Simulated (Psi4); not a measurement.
Conformational energy of C₁₁H₈O₂, SMILES O=Cc1ccccc1-c1ccco1. Scanned: dihedral C3–C8–C9–O13; all other coordinates were relaxed at GFN2-xTB. Points at φ and −φ are mirror images. Heavy atoms are numbered in the order of the SMILES O=Cc1ccccc1-c1ccco1, hydrogens after them in the order of the atoms that carry them; the mirror image has the same energies with the sign of each dihedral reversed.

Computed with: B3LYP-D3(BJ)/def2-SVP // GFN2-xTB (Psi4); PBE/def2-SVP // GFN2-xTB (Psi4); PBE-D3(BJ)/def2-SVP // GFN2-xTB (Psi4).

Energies relative to the lowest point of each profile, in kJ/mol:

```json
[
 {"φ / °": "-160", "B3LYP-D3(BJ)/def2-SVP": "0.0", "PBE/def2-SVP": "0.0"},
 {"φ / °": "-140", "B3LYP-D3(BJ)/def2-SVP": "0.6", "PBE/def2-SVP": "1.0"},
 {"φ / °": "-120", "B3LYP-D3(BJ)/def2-SVP": "6.7", "PBE/def2-SVP": "7.6"},
 {"φ / °": "-100", "B3LYP-D3(BJ)/def2-SVP": "12.2", "PBE/def2-SVP": "13.7"},
 {"φ / °": "-60", "B3LYP-D3(BJ)/def2-SVP": "4.9", "PBE/def2-SVP": "6.0"},
 {"φ / °": "40", "B3LYP-D3(BJ)/def2-SVP": "0.3", "PBE/def2-SVP": "0.8"},
 {"φ / °": "60", "B3LYP-D3(BJ)/def2-SVP": "4.9", "PBE/def2-SVP": "6.0"},
 {"φ / °": "80", "B3LYP-D3(BJ)/def2-SVP": "11.0", "PBE/def2-SVP": "12.6"},
 {"φ / °": "100", "B3LYP-D3(BJ)/def2-SVP": "12.2", "PBE/def2-SVP": "13.7"},
 {"φ / °": "120", "B3LYP-D3(BJ)/def2-SVP": "6.7", "PBE/def2-SVP": "7.6"},
 {"φ / °": "140", "B3LYP-D3(BJ)/def2-SVP": "0.6", "PBE/def2-SVP": "1.0"},
 {"φ / °": "160", "B3LYP-D3(BJ)/def2-SVP": "0.0", "PBE/def2-SVP": "0.0"}
]
```

Question: Predict the corresponding PBE-D3(BJ)/def2-SVP column.

Answer: -160: 0.0; -140: 1.2; -120: 8.0; -100: 14.4; -60: 6.6; 40: 1.4; 60: 6.6; 80: 13.3; 100: 14.4; 120: 8.0; 140: 1.2; 160: 0.0 (kJ/mol).
